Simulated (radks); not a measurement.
All-electron atom: the helium ion He+ in 1s0.75 2s0.25 (fractional occupations, a model configuration). Method: scalar-relativistic Kohn-Sham, PBE, spin-unpolarised, spherical densities, finite nucleus; Gaussian nuclear charge, rms radius 1.6755 fm; without spin polarisation the odd electron is poorly described; computed with a radial shooting solver on a logarithmic mesh with Libxc functionals. Some entries of the table are withheld. Estimate them.

orbital,occ.,eigenvalue (eV),<1/r> (bohr^-1),r(max) (bohr)
1s,0.75,(1),1.995,0.4954
2s,0.25,-7.7867,(2),(3)
2p,0,-6.8791,(4),(5)

Answer. 
(1) 1s eigenvalue (eV): -43.4327
(2) 2s <1/r> (bohr^-1): 0.4133
(3) 2s r(max) (bohr): 3.005
(4) 2p <1/r> (bohr^-1): 0.3959
(5) 2p r(max) (bohr): 2.593
